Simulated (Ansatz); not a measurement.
Reactions of C$_{5}$H$_{7}$F, SMILES `C#CC(C)(C)F`.

Calculated with Ansatz (gas phase, PBE0-D4/def2-TZVP geometries, no zero-point term in ΔE). CCSD(T)/CBS is the MP2 limit (def2-TZVPP, def2-QZVPP) plus CCSD(T) − MP2 in def2-TZVPP, frozen cores. This one scheme is used for every species. def2 core potentials past Kr. For Se, Sn outer-core shells are correlated without core-valence functions, which leaves a few kJ/mol of doubt a bond. Scalar relativity is left out up to krypton. One conformer a species, not always the lowest.

```
                                                          reaction  CCSD(T)/CBS(def2) (kJ/mol)
             `C#CC(C)(C)F` + `O[SiH2]F` → `C#CO[SiH2]F` + `CC(C)F`                          85
`C#CC(C)(C)F` + `C[O][SnH2][SeH]` → `C[O][SnH2][Se]C` + `C#CC(C)F`                          27
                       `C#CC(C)(C)F` + CH₃NH₂ → `C#CNC` + `CC(C)F`                           ?
                 `C#CC(C)(C)F` + `NC(F)S` → `CSC(N)F` + `C#CC(C)F`                           ?
                             `C#CC(C)(C)F` + H₂ → `CC(C)F` + `C#C`                         -43
                         `C#CC(C)(C)F` + H₂S → `CC(C)(F)S` + `C#C`                          26
```

**Question.** Fill in the missing values. (An estimate is asked.)

**Answer.** The calculation gave: `C#CC(C)(C)F` + CH₃NH₂ → `C#CNC` + `CC(C)F`: +25.3 kJ/mol; `C#CC(C)(C)F` + `NC(F)S` → `CSC(N)F` + `C#CC(C)F`: +8.9 kJ/mol.

Largest T1 diagnostic: 0.013, for `C#C`.
